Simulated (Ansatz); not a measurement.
Problem. Predict a relaxed structure of the cluster Li₇H₇ (the lowest singlet isomer of a short search), charge 0, singlet, at PBE-D4/def2-TZVP (Ansatz).

Solution. 
| atom | x (Å) | y (Å) | z (Å) |
| --- | --- | --- | --- |
| Li1 | 0.266 | -2.064 | 1.185 |
| Li2 | 0.411 | 2.099 | -0.292 |
| Li3 | -0.739 | -1.695 | -1.086 |
| Li4 | -1.743 | -0.010 | 0.410 |
| Li5 | 0.803 | 0.755 | 1.851 |
| Li6 | 2.020 | -0.549 | 0.165 |
| Li7 | -1.200 | 1.215 | -2.310 |
| H8 | -1.387 | -1.763 | 0.636 |
| H9 | 1.824 | 1.214 | 0.398 |
| H10 | 0.971 | -1.837 | -0.572 |
| H11 | -0.211 | 2.479 | -1.867 |
| H12 | -1.652 | -0.220 | -1.487 |
| H13 | 1.360 | -0.918 | 1.915 |
| H14 | -0.723 | 1.294 | 1.054 |
 This is one stationary point.

The structure comes from a short search, and lower isomers may exist.
